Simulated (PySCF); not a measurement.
**Shifts of the heteroatoms**

Cartesian coordinates in Å; atom numbers follow the order of the lines, from 1:
```xyz
15

C     1.684    1.574    0.020
O     1.507    0.199    0.208
Si    0.403   -0.735   -0.520
P     0.504   -2.548    0.758
O    -1.071   -0.057   -0.467
Si   -2.291    0.604    0.372
H     2.266    1.759   -0.884
H     0.719    2.077   -0.070
H     2.221    1.965    0.884
H     0.592   -0.831   -1.967
H    -0.345   -3.289   -0.045
H     1.634   -3.066    0.153
H    -2.880    1.529   -0.595
H    -1.762    1.308    1.541
H    -3.185   -0.483    0.762
```

PySCF 2.14.0 with density-fitted response routines calculation with coordinates at the GFN2-xTB level and σ from GIAO-PBE0/pcSseg-1; no solvent, a single conformation, non-relativistic Hamiltonian, fast rotation and ring inversion assumed for equivalent nuclei.

Task: Where does $^{31}$P resonate?

Result: 
```json
{"atoms": "P4", "environment": "phosphorus bonded to Si, 2 H", "σ (ppm)": "610.3", "δ (ppm)": "-235.5"}
```

Shieldings were converted by a linear fit to measured shifts: $^{31}$P: δ = 270.09 − 0.828σ (rms 18.1 ppm, 64 shifts vs H3PO4, solution or neat liquid). A few per cent of atoms miss by over 2 rms, more outside the fitted compound classes.

On a 300 MHz spectrometer $^{31}$P resonates near 121.4 MHz, so 1 ppm is 121.4 Hz.

Task: Predict the $^{29}$Si NMR data.

Result: 
| atoms | environment | σ (ppm) | δ (ppm) |
| --- | --- | --- | --- |
| Si3 | silicon bonded to 2 O, P, H | 365.5 | -20.4 |
| Si6 | silicon bonded to O, 3 H | 392.5 | -42.6 |

Shieldings were converted by a linear fit to measured shifts: $^{29}$Si (scatter 8.9 ppm rms, 25.8 ppm with the 6 outliers that the fit left out vs TMS, solution or neat liquid). Occasional misses reach two or three times the rms, and more in compound classes unlike the fitted ones.

On a 500 MHz spectrometer $^{29}$Si resonates near 99.3 MHz, so 1 ppm is 99.3 Hz.

Task: Where does $^{17}$O resonate?

Result: 
```csv
atoms,environment,σ (ppm),δ (ppm)
O5,oxygen bonded to 2 Si,287.4,4.9
O2,"oxygen bonded to C, Si",293.8,-0.9
```

Shieldings were converted by a linear fit to measured shifts: $^{17}$O (scatter 10.7 ppm rms, 12.2 ppm with the 3 outliers that the fit left out vs liquid water, solution or neat liquid). Occasional misses reach two or three times the rms, and more in compound classes unlike the fitted ones.

On a 300 MHz spectrometer $^{17}$O resonates near 40.7 MHz, so 1 ppm is 40.7 Hz.
